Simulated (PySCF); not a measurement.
How methods differ on the excitation energy of Ni

Ni [Ar] 3d8 4s2 (3F) → Ni [Ar] 3d8 4s1 4p1 (high-spin determinant), as a difference of total energies. Calculation: PySCF 2.14, in aug-cc-pVTZ-DK (8s7p5d3f2g, 93 functions); the spin-free X2C one-electron Hamiltonian (Gaussian nucleus). Correlated levels: valence: [Ar] frozen. The calculations carry no spin-orbit coupling.

```tsv
method	excitation energy (eV)
UHF	2.125
MP2 (valence)	3.163
SCS-MP2 (valence)	3.362
CCSD (valence)	3.218
CCSD(T) (valence)	3.312
```

**Question.** How much does correlation contribute at CCSD(T) (valence)?

**Answer.** 3.312 − (2.125) = 1.187 eV, measured against UHF.

The determinant of the upper state mixes LS terms, which raises its energy above the lowest term, most at the Hartree-Fock and MP2 levels.
